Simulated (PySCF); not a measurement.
[GaCl4]- (charge -1).
SMILES: `[Cl][Ga-]([Cl])([Cl])[Cl]`

Method: PBE0-D3(BJ)/def2-SVP geometry optimisation, gas phase in PySCF 2.14.0.

Masses are those of the commonest isotopes; rigid-rotor values at the optimised geometry. 

(1) Give the principal moments of inertia and the rotational constants in cm⁻¹.

(2) Classify the top.

## Answers

(1) Ia = 452.03, Ib = 453.35, Ic = 455.68 u·Å²; 505379 MHz·u·Å²/I gives 1118, 1115 and 1109 MHz, that is A = 0.03729, B = 0.03718, C = 0.03699 cm⁻¹.

(2) A spherical top, as the point group Td requires three equal moments; the computed ones differ by 0.80 % because the geometry is symmetric only within the optimiser's tolerance.

The point group Td allows no dipole (computed: 0.03 D (about the centre of mass, as the species is charged)), so a rigid rotor has no electric-dipole lines.

**Question.** Estimate the classical rotational partition function at 50 K, 100 K and 500 K.

**Answer.** Point group Td, symmetry number σ = 12; q = (√π/σ)·√((kT/h)³/(ABC)), k/h = 20836.6 MHz/K: 4220 at 50 K, 11900 at 100 K, 134000 at 500 K.

Stationary, but not proved a minimum. No vibrational averaging or centrifugal distortion is included, and the geometry carries the error of its method.

Time: 13 s; peak memory 0.41 GiB. Hardware: one thread, Intel Xeon 6975P-C (x86_64), no GPU (shared host). That covers the optimisation of the geometry.
